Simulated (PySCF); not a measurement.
## Cr(2+): excitation energy

Cr(2+) [Ar] 3d4 (5D) → Cr(2+) [Ar] 3d3 4s1 (5F), as a difference of total energies. Calculation: PySCF 2.14, in aug-cc-pVDZ; no relativity, point nucleus. Correlated levels: valence: [Ar] frozen. The calculations carry no spin-orbit coupling.

```json
{"method": "UHF", "excitation energy (eV)": "6.307"}
{"method": "LDA", "excitation energy (eV)": "7.080"}
{"method": "PBE", "excitation energy (eV)": "6.870"}
{"method": "PBE0", "excitation energy (eV)": "6.937"}
{"method": "r2SCAN", "excitation energy (eV)": "6.743"}
{"method": "CAM-B3LYP", "excitation energy (eV)": "6.812"}
{"method": "wB97M-V", "excitation energy (eV)": "6.918"}
{"method": "MP2 (valence)", "excitation energy (eV)": "6.673"}
{"method": "SCS-MP2 (valence)", "excitation energy (eV)": "6.429"}
```

How much does correlation contribute at MP2 (valence)?

6.673 − (6.307) = 0.366 eV, measured against UHF.

A first-order spin-orbit estimate (lowest level to lowest level, LS coupling) adds -0.025 eV.
